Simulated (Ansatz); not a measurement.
Reaction: SiNH4 (SMILES [SiH2]N, doublet) → SiNH4 (SMILES [NH][SiH3], doublet)
Each species at its own B3LYP-D3(BJ)/def2-TZVP minimum (Ansatz, a first-principles code).

Total energies in hartree (Ansatz). Radicals and triplets start from unrestricted determinants; spin-orbit coupling is neglected. Correlated methods leave the cores frozen. No relativity.

| species | HF/cc-pV(T+d)Z | CCSD(T)/cc-pV(T+d)Z | HF/cc-pV(Q+d)Z | CCSD(T)/cc-pV(Q+d)Z | CCSD(T)/cc-pV(D+d)Z | CCSDT(Q)/cc-pV(D+d)Z |
|---|---|---|---|---|---|---|
| 1: SiNH4 (SMILES N[SiH2], doublet) | -345.73111 | -346.09778 | -345.73979 | -346.12755 | -345.99424 | -345.99560 |
| 2: SiNH4 (SMILES [NH][SiH3], doublet) | -345.71426 | -346.06380 | -345.72259 | -346.09265 | -345.96536 | -345.96672 |

Task: Work out the isomerisation energy (electronic) in kJ/mol: take Hartree-Fock from cc-pV(Q+d)Z, extrapolate the CCSD(T) correlation energy as X^-3 (X = 3, 4), and add CCSDT(Q) - CCSD(T) in cc-pV(D+d)Z. 1 hartree = 2625.5 kJ/mol.

Result: 
Species 1: correlation (64·(-0.38776) - 27·(-0.36667))/37 = -0.40315; step -0.00136; E1 = -345.73979 + (-0.40315) + (-0.00136) = -346.14430
Species 2: correlation (64·(-0.37006) - 27·(-0.34954))/37 = -0.38503; step -0.00136; E2 = -345.72259 + (-0.38503) + (-0.00136) = -346.10898
-1·E1 +1·E2 = 0.03532 hartree = 92.7 kJ/mol.
